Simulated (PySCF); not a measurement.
Numbering as in the mapped SMILES `[BH2:1][C:2]#[C:3][C:4]#[CH:5]`; H(Xn) means a hydrogen on atom n.

Calculated, not measured (PySCF): structure optimised with PBE0-D3(BJ)/def2-SVP, couplings computed with B3LYP/pcJ-1, GIAO CAM-B3LYP/pcSseg-2 shieldings. Fast rotation and ring inversion assumed for equivalent nuclei, no relativistic terms, a single conformation, no solvent.

**Question.** List the cross peaks expected in HSQC, COSY and HMBC spectra.

**Answer.** 

HSQC (one-bond C–H):
| δH | δC | $^{1}J$(C,H) (Hz) |
| --- | --- | --- |
| 3.87 (H(C5)) | 106.6 (C5) | 286 |

HMBC (two and three bonds, |J| ≥ 2.5 Hz):
| δH | δC [abs. J in Hz] |
| --- | --- |
| 6.56 (H(B1)) | 152.7 (C3) [5.2], 85.5 (C2) [2.7] |
| 3.87 (H(C5)) | 152.7 (C3) [7.4], 69.6 (C4) [54.3] |

No COSY cross peaks are expected.

Referencing at the same level of theory: TMS for $^{1}$H (σref 31.34), $^{13}$C (σref 182.55).

Hydrogens on boron are broadened and split by $^{11}$B (spin 3/2, 80 %) and 10B (spin 3). A carbon bonded to boron is broadened by the quadrupolar boron nucleus and is often missing from a measured spectrum. Shifts are as computed, not scaled to solution data. Of 1211 compounds with measured shifts, 218 miss one by over three times the rms of a fit or turn the order of signals round; such compounds aren't used in these exercises.
